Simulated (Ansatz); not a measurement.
C3H9AlO (`[CH3][Al]([CH3])[CH2]O`), relaxed with RKS PBE-D4/def2-SVP in Ansatz 0.2.0 from a rough embedded geometry. The force threshold is 0.03 eV/Å; the program also tests the step.

Total charge 0; spin multiplicity 1.

Start:

```xyz
14

C    -1.375   -0.309    1.298
Al    0.066    0.177    0.117
C     1.409    1.467    0.735
C     0.231   -0.576   -1.748
O    -0.859   -1.514   -1.951
H    -1.361    0.233    2.274
H    -2.390   -0.045    0.818
H    -1.402   -1.384    1.483
H     2.181    1.679   -0.040
H     1.936    1.123    1.658
H     0.934    2.464    0.981
H     1.187   -1.141   -1.800
H     0.130    0.158   -2.437
H    -0.687   -2.331   -1.387
```

Problem. By how much does the energy fall, and how many steps does the optimiser take? (Estimate.)

Solution. Computed: 41.07 kJ/mol, in 14 steps.

Problem. Which bonds change most? (An estimate is asked.)

Solution. Computed: C4–H13 from 1.012 to 1.115 Å; C1–Al2 from 1.926 to 1.974 Å; C1–H7 from 1.153 to 1.112 Å; O5–H14 from 1.008 to 0.974 Å.

Problem. Give the relaxed structure. (Best estimate.)

Solution. Computed: 
```xyz
14

C    -1.334   -0.418    1.293
Al    0.141    0.188    0.129
C     1.427    1.560    0.723
C     0.253   -0.684   -1.667
O    -0.995   -1.275   -2.080
H    -1.552    0.271    2.135
H    -2.274   -0.569    0.719
H    -1.081   -1.405    1.744
H     2.253    1.742    0.005
H     1.883    1.280    1.699
H     0.915    2.532    0.895
H     1.113   -1.399   -1.776
H     0.482    0.107   -2.419
H    -1.232   -1.931   -1.400
```
